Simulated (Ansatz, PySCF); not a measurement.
C2H5Ga (SMILES C=[CH][GaH2]) and H2O (SMILES O) are pulled apart as rigid monomers along the line of their centres of mass, from the B3LYP-D3(BJ)/def2-TZVP minimum. Starting geometry (charge 0, multiplicity 1):
```json
[
 {"atom": "C", "x (Å)": "-2.0977", "y (Å)": "0.7257", "z (Å)": "0.8404"},
 {"atom": "C", "x (Å)": "-0.8006", "y (Å)": "0.9683", "z (Å)": "0.6376"},
 {"atom": "Ga", "x (Å)": "0.5859", "y (Å)": "-0.4482", "z (Å)": "0.7871"},
 {"atom": "H", "x (Å)": "-2.4674", "y (Å)": "-0.2756", "z (Å)": "1.0477"},
 {"atom": "H", "x (Å)": "-2.8590", "y (Å)": "1.5010", "z (Å)": "0.7912"},
 {"atom": "H", "x (Å)": "-0.5226", "y (Å)": "1.9977", "z (Å)": "0.4158"},
 {"atom": "H", "x (Å)": "0.0433", "y (Å)": "-1.9338", "z (Å)": "0.8070"},
 {"atom": "H", "x (Å)": "2.0895", "y (Å)": "-0.1358", "z (Å)": "0.4633"},
 {"atom": "O", "x (Å)": "0.5946", "y (Å)": "-0.2244", "z (Å)": "3.0211"},
 {"atom": "H", "x (Å)": "-0.2289", "y (Å)": "0.2692", "z (Å)": "3.1475"},
 {"atom": "H", "x (Å)": "0.4816", "y (Å)": "-1.0755", "z (Å)": "3.4624"}
]
```

Interaction energies with rigid monomers; basis-set methods are counterpoise corrected unless marked otherwise.

Rows in 6-31G* carry no dispersion term and start afresh at each structure (6-31G* with six Cartesian d functions); the Pople sets are all-electron and without relativity.

The values were computed with Ansatz (a program for electronic structure); PySCF for 6-31G* rows, the dispersion terms. Each number belongs to the level named beside it.

```json
[
 {"Ga3···O9 (Å)": "2.03", "HF/6-31G* (no counterpoise) (kcal/mol)": "-11.35", "HF/aug-cc-pVDZ (kcal/mol)": "[?]", "PBE-D3(BJ)/def2-TZVPPD (kcal/mol)": "-10.93", "B3LYP-D3(BJ)/def2-TZVPPD (kcal/mol)": "-10.55", "B3LYP-D4/def2-TZVPPD (kcal/mol)": "-10.50"},
 {"Ga3···O9 (Å)": "2.25", "HF/6-31G* (no counterpoise) (kcal/mol)": "-14.67", "HF/aug-cc-pVDZ (kcal/mol)": "-10.30", "PBE-D3(BJ)/def2-TZVPPD (kcal/mol)": "-13.78", "B3LYP-D3(BJ)/def2-TZVPPD (kcal/mol)": "-13.42", "B3LYP-D4/def2-TZVPPD (kcal/mol)": "-13.38"},
 {"Ga3···O9 (Å)": "2.57", "HF/6-31G* (no counterpoise) (kcal/mol)": "[?]", "HF/aug-cc-pVDZ (kcal/mol)": "-9.13", "PBE-D3(BJ)/def2-TZVPPD (kcal/mol)": "-11.53", "B3LYP-D3(BJ)/def2-TZVPPD (kcal/mol)": "-11.27", "B3LYP-D4/def2-TZVPPD (kcal/mol)": "-11.26"},
 {"Ga3···O9 (Å)": "3.12", "HF/6-31G* (no counterpoise) (kcal/mol)": "-7.40", "HF/aug-cc-pVDZ (kcal/mol)": "-5.13", "PBE-D3(BJ)/def2-TZVPPD (kcal/mol)": "-6.20", "B3LYP-D3(BJ)/def2-TZVPPD (kcal/mol)": "-6.08", "B3LYP-D4/def2-TZVPPD (kcal/mol)": "-6.10"},
 {"Ga3···O9 (Å)": "4.00", "HF/6-31G* (no counterpoise) (kcal/mol)": "-2.94", "HF/aug-cc-pVDZ (kcal/mol)": "-1.86", "PBE-D3(BJ)/def2-TZVPPD (kcal/mol)": "-2.07", "B3LYP-D3(BJ)/def2-TZVPPD (kcal/mol)": "-1.97", "B3LYP-D4/def2-TZVPPD (kcal/mol)": "-1.97"}
]
```

Task: What belongs in the gaps?

Result: 
- 2.57, HF/6-31G* (no counterpoise) (kcal/mol): -12.60
- 2.03, HF/aug-cc-pVDZ (kcal/mol): -6.51
